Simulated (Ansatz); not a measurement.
Al₇Sb₆H₂₂, a cluster cut from wurtzite AlSb (hydrogen-capped). Charge 0, multiplicity 2. Geometry PBE-D4/def2-SVP, that of the charge -1 singlet; atoms count from 1.

```csv
atom,x (Å),y (Å),z (Å)
Al1,-2.8269,0.3425,-3.6692
Sb2,-3.3273,-2.1443,-2.6779
Al3,-3.6615,-2.8559,-0.0706
Al4,0.4275,3.2273,-3.3121
Sb5,-0.6381,0.9930,-2.2152
Al6,-0.6747,0.7023,0.4667
Sb7,-1.3803,-1.8498,0.9847
Al8,-1.1557,-2.8247,3.5006
Sb9,2.8155,3.2999,-2.0064
Al10,3.2381,3.2576,0.6837
Sb11,1.8575,1.0240,1.3412
Al12,2.4845,0.4107,3.9025
Sb13,1.4024,-2.0829,4.0669
H14,-2.4361,0.1956,-5.2240
H15,-4.0657,1.2583,-3.2048
H16,-4.5664,-2.8837,-3.6221
H17,-2.0691,-3.1491,-3.2776
H18,-4.9152,-1.9984,0.4606
H19,-3.6533,-4.4630,0.0198
H20,0.7155,2.9934,-4.8785
H21,-0.3929,4.5131,-2.7988
H22,0.4887,-0.2202,-2.6825
H23,-1.6769,1.7452,1.1596
H24,-0.1661,-2.7263,0.1378
H25,-2.0921,-1.9663,4.4885
H26,-1.2202,-4.4326,3.4796
H27,3.7998,4.5306,-2.7079
H28,3.7363,1.9965,-2.6436
H29,2.4720,4.5465,1.2680
H30,4.8108,3.0342,0.9443
H31,2.6899,-0.1952,0.4575
H32,1.6179,1.3321,4.8973
H33,4.0805,0.2801,4.0666
H34,2.4071,-3.0899,3.1022
H35,1.8745,-2.8007,5.5629
```

In the def2 sets Sb takes a core potential; there is no spin–orbit coupling. Single mean-field runs in def2-TZVP are fitted with def2-universal-jkfit.

Estimate the Mulliken populations of the heavy atoms from the PBE0/def2-TZVP orbitals of Ansatz.


| atom | charge (e) | spin (α − β) |
| --- | --- | --- |
| Al1 | 0.17 | 0.05 |
| Sb2 | 0.02 | 0.13 |
| Al3 | 0.17 | 0.05 |
| Al4 | 0.17 | 0.05 |
| Sb5 | -0.12 | 0.13 |
| Al6 | 0.12 | -0.02 |
| Sb7 | -0.12 | 0.13 |
| Al8 | 0.17 | 0.05 |
| Sb9 | 0.02 | 0.13 |
| Al10 | 0.17 | 0.05 |
| Sb11 | -0.12 | 0.13 |
| Al12 | 0.17 | 0.05 |
| Sb13 | 0.02 | 0.13 |
Mulliken values and Mayer orders depend strongly on the basis.

Where does the spin sit?

Summed by element: Al 0.27, Sb 0.79, H -0.06, of 1 unpaired in all. Largest on single atoms: Sb7 0.13, Sb5 0.13, Sb11 0.13.

And the Mayer bond orders between bonded heavy atoms (over 0.3)?

Al1–Sb2 0.65 (2.72 Å); Al1–Sb5 0.67 (2.71 Å); Sb2–Al3 0.65 (2.72 Å); Al3–Sb7 0.67 (2.71 Å); Al4–Sb5 0.67 (2.71 Å); Al4–Sb9 0.65 (2.72 Å); Sb5–Al6 0.78 (2.70 Å); Al6–Sb7 0.78 (2.70 Å); Al6–Sb11 0.78 (2.70 Å); Sb7–Al8 0.67 (2.71 Å); Al8–Sb13 0.65 (2.72 Å); Sb9–Al10 0.65 (2.72 Å); Al10–Sb11 0.67 (2.71 Å); Sb11–Al12 0.67 (2.71 Å); Al12–Sb13 0.65 (2.72 Å).
